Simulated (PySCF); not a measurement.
Selenium: a sound run and one with changed settings

Sound run: Se [Ar] 3d10 4s2 4p4, Se⁺ [Ar] 3d10 4s2 4p3. Calculation: PySCF 2.14, in cc-pVDZ-PP with ECP10MDF (4s3p2d, 23 functions); scalar relativity through the core potential. In the sound run the correlated levels freeze 3s2 3p6 3d10 outside the core potential. The sound run starts from symmetry-adapted Hartree-Fock orbitals and uses a fine grid where one is needed.

A second run was set up differently.

| species | method | sound run (hartree) | changed run (hartree) | converged |
| --- | --- | --- | --- | --- |
| Se | MP2 | -371.91630 | -371.87808 | yes |
| Se | CCSD(T) | -371.93267 | -371.88599 | yes |
| Se⁺ | MP2 | -371.58864 | -371.54537 | yes |
| Se⁺ | CCSD(T) | -371.60401 | -371.54979 | yes |

Ionisation energy of Se:

```json
{"method": "UHF", "sound run (eV)": "8.504", "changed run (eV)": "8.504"}
{"method": "MP2", "sound run (eV)": "8.916", "changed run (eV)": "9.053"}
{"method": "SCS-MP2", "sound run (eV)": "8.933", "changed run (eV)": "9.170"}
{"method": "CCSD", "sound run (eV)": "8.937", "changed run (eV)": "9.146"}
{"method": "CCSD(T)", "sound run (eV)": "8.943", "changed run (eV)": "9.149"}
```

Q: What was changed?
A. a valence shell is frozen
B. level shift left on
C. basis contracted for another Hamiltonian
D. all electrons correlated in a valence basis

A: A. Freezing a valence shell removes pair correlation that changes on ionisation.
